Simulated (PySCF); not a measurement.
Al(Cl)(H)(SeH) (AlClH2Se), SMILES [Cl][AlH][SeH].

The structure is a stationary point at PBE0-D3(BJ)/def2-TZVP. One conformer was computed; it need not be the lowest.

Vertical ionisation energy (IE) and electron affinity (EA) in eV. Rows of orbital energies are one-electron estimates. Where ΔSCF, EOM or ADC give a negative EA the extra electron is unbound and the value depends on the basis.

| level | IE | EA |
|---|---|---|
| −ε(HOMO), −ε(LUMO), PBE/def2-TZVPD (PySCF) | 6.55 | 2.11 |
| ADC(2)/aug-cc-pVDZ (PySCF) | … | … |

Question: Complete the blanks. (Estimate from the structure and the level; the computed values follow.)

Answer: 
- ADC(2)/aug-cc-pVDZ (PySCF), IE: 9.52
- ADC(2)/aug-cc-pVDZ (PySCF), EA: -0.20

Question: Beyond the first one, list the lowest photoelectron lines from PySCF with ADC(2)/aug-cc-pVDZ with their pole strengths (two spins summed). (Estimate from the structure and the level; the computed values follow.)

Answer: 10.57 eV (1.82), 11.88 eV (1.80), 11.91 eV (1.80), 12.31 eV (1.82), 13.50 eV (1.80).
